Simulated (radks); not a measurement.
Ionisation ladder of osmium, from Os66+ to Os75+. Each ion is in the ground configuration listed by NIST, and IE = E(next ion) - E(this ion), with E = 0 for the bare nucleus. Calculated with a radial shooting solver on a logarithmic mesh with Libxc functionals: scalar-relativistic Kohn-Sham, BLYP, spin-polarised, spherical densities, finite nucleus; open shells are filled with parallel spins first (spin-orbit coupling, left out, can overturn this in heavy ions); Fermi nuclear charge, rms radius 5.4126 fm.

Os66+: configuration [Ne]; IE, Delta-SCF (eV) 17026.9; <r> HOMO (bohr) 0.0660; IE, NIST (eV) 16560; kind theory; error (eV) +466.9
Os67+: configuration [He] 2s2 2p5; IE, Delta-SCF (eV) 17367.0; <r> HOMO (bohr) 0.0656; IE, NIST (eV) 16900; kind theory; error (eV) +467.0
Os68+: configuration [He] 2s2 2p4; IE, Delta-SCF (eV) 17701.1; <r> HOMO (bohr) 0.0652; IE, NIST (eV) 17270; kind theory; error (eV) +431.1
Os69+: configuration [He] 2s2 2p3; IE, Delta-SCF (eV) 18152.8; <r> HOMO (bohr) 0.0647; IE, NIST (eV) 17620; kind theory; error (eV) +532.8
Os70+: configuration [He] 2s2 2p2; IE, Delta-SCF (eV) 18503.1; <r> HOMO (bohr) 0.0644; IE, NIST (eV) 19600; kind theory; error (eV) -1096.9
Os71+: configuration [He] 2s2 2p1; IE, Delta-SCF (eV) 18846.7; <r> HOMO (bohr) 0.0640; IE, NIST (eV) 20030; kind theory; error (eV) -1183.3
Os72+: configuration [He] 2s2; IE, Delta-SCF (eV) 20623; <r> HOMO (bohr) 0.0718; IE, NIST (eV) 20570; kind theory; error (eV) +53.2
Os73+: configuration [He] 2s1; IE, Delta-SCF (eV) 20970; <r> HOMO (bohr) 0.0716; IE, NIST (eV) 20920.6; kind theory; error (eV) +49.6
Os74+: configuration [He]; IE, Delta-SCF (eV) 84286; <r> HOMO (bohr) 0.0176; IE, NIST (eV) 83976.2; kind theory; error (eV) +309.6
Os75+: configuration 1s1; IE, Delta-SCF (eV) 85755; <r> HOMO (bohr) 0.0175; IE, NIST (eV) 85614.4; kind theory; error (eV) +140.8

Reference values: NIST Atomic Spectra Database (exp. = measured, semi-emp. = semi-empirical, theory = theoretical value adopted there). The ionisation energy per charge of the ion left behind rises most, in proportion, at Os74+ ([He]), from 283.38 to 1123.8 eV. Open shells are spherical and high-spin; term and fine-structure splittings are not resolved. Spin-orbit splitting is averaged out at the scalar-relativistic level.
